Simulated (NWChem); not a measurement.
**Basis-set dependence for tin monoxide (OSn)**

```
Sn
O 1 1.8384
```
Charge 0, spin multiplicity 1.

The numbers come from NWChem runs, not from measurements. Structure: optimised with PBE0/def2-SVP with def2 effective core potentials on Sn, a minimum by its harmonic frequencies.

Hartree-Fock energies in Ha, correlation energies in mHa.

Effective core potentials replace the inner electrons of Sn; spin-orbit coupling is left out. The correlated methods keep 5 core orbitals frozen. No row is a measurement; the coupled-cluster row has its own basis-set and correlation limits.

```tsv
basis	functions	RHF	MP2	SCS-MP2	CCSD	CCSD+T(CCSD)	CCSD(T)	CR-CCSD[T]	CR-CCSD(T)
def2-SVP	40	-288.10268	-310.3	-296.5	-302.5	-329.2	-321.1	-322.3	-316.6
def2-TZVP	81	-288.21721	-568.7	-527.5	-541.0	-576.1	-568.7	-566.8	-561.7
def2-QZVP	139	-288.22335	-799.1	-729.6	not run	not run	not run	not run	not run
```

From def2-TZVP to def2-QZVP the Hartree-Fock energy moves by -6.1 mHa and the MP2 correlation energy by -230.4 mHa, which is 29 % of its value in the larger set.
